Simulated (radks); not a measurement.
Species: Lu59+. Configuration: [Ne] 3s2. Calculated with a radial shooting solver on a logarithmic mesh with Libxc functionals: scalar-relativistic Kohn-Sham, PBEsol, spin-polarised, spherical densities, finite nucleus; Fermi nuclear charge, rms radius 5.37 fm.

Unscreened Slater integrals over Kohn-Sham orbitals (cm^-1). They are taken over the spin-up orbitals. Empty in this configuration: 3p.

integral,value
"F0(3s,3s)",1018400
"F0(3s,2p)",1330600
"G1(3s,2p)",141670
"F0(3s,2s)",1305000
"G0(3s,2s)",114150
"F0(3s,1s)",1542100
"G0(3s,1s)",84225
"F0(3s,3p)",1029700
"G1(3s,3p)",663890
"F0(2p,2p)",2790200
"F2(2p,2p)",1322400
"F0(2p,2s)",2587700
"G1(2p,2s)",1478100
"F0(2p,1s)",3798800
"G1(2p,1s)",730750
"F0(2p,3p)",1379400
"F2(2p,3p)",361840
"G0(2p,3p)",144910
"G2(2p,3p)",161150
"F0(2s,2s)",2460700
"F0(2s,1s)",3484900
"G0(2s,1s)",358550
"F0(2s,3p)",1340700
"G1(2s,3p)",114810
"F0(1s,1s)",1.0788e+07
"F0(1s,3p)",1606400
"G1(1s,3p)",182750
"F0(3p,3p)",1044600
"F2(3p,3p)",521560
